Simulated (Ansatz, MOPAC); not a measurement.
Species: C2HO, net charge 0, doublet state. SMILES: [C]#CO

Atoms: C1, C2, O3, H4. Bonds: C1-C2, C2-O3, O3-H4.

Bond lengths (Å) and angles (degrees) optimised at PM7 with MOPAC; HF/3-21G with Ansatz (a program for electronic structure); PBE/6-31G* with Ansatz; B3LYP/LANL2DZ with Ansatz, each started from the B3LYP-D3(BJ)/def2-TZVP structure (Ansatz) of the last column. A row stands for all coordinates that are equal there. 6-31G* holds six Cartesian d functions. No wavenumbers were computed at PBE/6-31G*, B3LYP/LANL2DZ, so these may be saddle points.

```
coordinate    PM7  HF/3-21G  PBE/6-31G*  B3LYP/LANL2DZ  B3LYP-D3(BJ)/def2-TZVP
----------  -----  --------  ----------  -------------  ----------------------
C1-C2       1.316     1.272       1.297          1.308                   1.281
C2-O3       1.273     1.288       1.305          1.318                   1.282
O3-H4       1.020     0.973       0.988          0.987                   0.974
C1-C2-O3    172.6     179.3       162.3          165.8                   175.3
C2-O3-H4    110.4     115.4       110.0          114.8                   111.8
```

Mean signed difference of all 3 bond lengths from B3LYP-D3(BJ)/def2-TZVP: PM7 0.024 Å, HF/3-21G -0.001 Å, PBE/6-31G* 0.018 Å, B3LYP/LANL2DZ 0.025 Å.
